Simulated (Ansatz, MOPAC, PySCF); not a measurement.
System: CNO (charge 0, doublet). SMILES: [N]=C=O
Geometry: optimised at B3LYP-D3(BJ)/def2-TZVP (Ansatz, a quantum-chemistry and plane-wave program).

Unscaled harmonic wavenumbers (cm⁻¹) in rising order, each level at the stationary point that it reaches from this structure (no distance between atoms moves by over 0.3 Å); the order of modes can differ between levels, and a negative number is imaginary. B3LYP-D3(BJ)/def2-TZVP (PySCF, at the structure above): 513, 596, 1298, 1988.

PM7 (MOPAC): 464, 464, 1382, 1814. Zero-point energy 5.9 against 6.3 kcal/mol; where all levels lie over 400 cm⁻¹, the wavenumbers are on average 0.915 times those of B3LYP-D3(BJ)/def2-TZVP.

HF/6-31G* (Ansatz): 555, 630, 1406, 1958. Zero-point energy 6.5 against 6.3 kcal/mol; where all levels lie over 400 cm⁻¹, the wavenumbers are on average 1.051 times those of B3LYP-D3(BJ)/def2-TZVP.

B3LYP/6-31G* (Ansatz): 481, 553, 1300, 1997. Zero-point energy 6.2 against 6.3 kcal/mol; where all levels lie over 400 cm⁻¹, the wavenumbers are on average 0.967 times those of B3LYP-D3(BJ)/def2-TZVP.
